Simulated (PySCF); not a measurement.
SMILES C=C[SiH2][Si](C)(C)C, singlet at its GFN2-xTB optimised geometry (Å):

```
21

C      2.5718     1.4334     1.5721
C      2.0857     0.2028     1.5420
Si     1.4459    -0.6712     0.0000
Si    -0.8885    -0.6712     0.0000
C     -1.5819    -1.5651    -1.5416
C     -1.5914    -1.5575     1.5441
C     -1.5780     1.1139     0.0000
H      2.6643     2.0233     0.6742
H      2.9052     1.9124     2.4812
H      2.0176    -0.3402     2.4782
H      2.0346     0.0074    -1.1650
H      2.0305    -2.0233     0.0209
H     -2.6684    -1.5639    -1.5537
H     -1.2447    -1.0887    -2.4574
H     -1.2562    -2.6006    -1.5749
H     -2.6781    -1.5725     1.5410
H     -1.2514    -2.5879     1.5956
H     -1.2751    -1.0635     2.4585
H     -2.6643     1.1297     0.0291
H     -1.2675     1.6551    -0.8891
H     -1.2194     1.6708     0.8611
```

Calculation: CAM-B3LYP/def2-SVP (PySCF). Cells within 0.4 Å of a nucleus heavier than hydrogen are left out (blank, or x).

Map of the Laplacian of the electron density (e/bohr⁵), clipped to [-1.50, 1.50] on the plane z = 1.5 Å:

```
|7777777777777777777777777777777|
|7777777777777777777777777777777|
|7777777777777777777777777777777|
|7777777777777777777777777777777|
|7777777777777777777777777777777|
|7777777777777777777777777777777|
|7777777777777777777777777777777|
|7777777777777777777777787777777|
|7777777777777777777778888877777|
|7777777777777777777778778877777|
|7777777777777777777777xx7877777|
|7777777777777777777786xx9877777|
|7777777777777777777875147777777|
|7777777777777777777873157877777|
|777777777777777777789xx68777777|
|777777777777777777787xx77777777|
|7777777777787777777876787777777|
|7777777788888777777888887777777|
|7777777888778877777788777777777|
|7777777445xx7877777777777777777|
|7777777027xx8877777777777777777|
|7777778777637877777777777777777|
|7777777888615877777777777777777|
|7777777778706877777777777777777|
|7777777777878777777777777777777|
|7777777777777777777777777777777|
|7777777777777777777777777777777|
|7777777777777777777777777777777|
|7777777777777777777777777777777|
|7777777777777777777777777777777|
|7777777777777777777777777777777|
```
Scale: ten equal steps from -1.50 (start of '0') to 0.469 (end of '9'), in the order '0123456789'; x runs from -5.00 to 5.00, y from -5.00 (bottom) to 5.00 (top).
